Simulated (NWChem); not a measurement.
# BHOBr$_{2}$; SMILES OB(Br)Br

```xyz
5

B      0.6483     0.0143     0.0000
Br    -0.3096    -1.6571     0.0000
Br    -0.3049     1.6679     0.0000
O      1.9839     0.0471     0.0000
H      2.3929    -0.8269     0.0000
```
Atoms are numbered in this order, from 1.

Program: NWChem. Medium grid unless said otherwise, to which SCAN and Minnesota functionals are sensitive. Structure relaxed at the PBE0/def2-SVP level. B3LYP is NWChem's, with the RPA form of VWN correlation. Total energies of different functionals are on different scales.

| level | energy (Ha) | highest occupied level (eV) | orbital gap (eV) | dipole (D) |
|---|---|---|---|---|
| B3LYP/def2-TZVP | -5249.2152 | -8.06 | 7.17 | 1.77 |
| PBE/def2-TZVP | -5248.2663 | -7.04 | 5.39 | 1.73 |
| N12/def2-TZVP | -5252.1189 | -6.87 | 5.48 | 1.71 |
| LRC-wPBEh/def2-TZVP | -5248.4526 | [?] | [?] | 1.80 |
| B97-2/def2-TZVP | -5250.4772 | -8.08 | 7.37 | 1.78 |
| BP86/def2-TZVP | -5249.7008 | -7.15 | 5.41 | 1.75 |
| M06/def2-TZVP | -5248.9247 | -8.29 | 7.66 | 1.78 |
| MN15/def2-TZVP | -5249.7249 | -9.03 | 8.80 | 1.86 |

**Question.** What belongs in the gaps?

**Answer.** 
- LRC-wPBEh/def2-TZVP, highest occupied level (eV): -10.19
- LRC-wPBEh/def2-TZVP, orbital gap (eV): 11.17
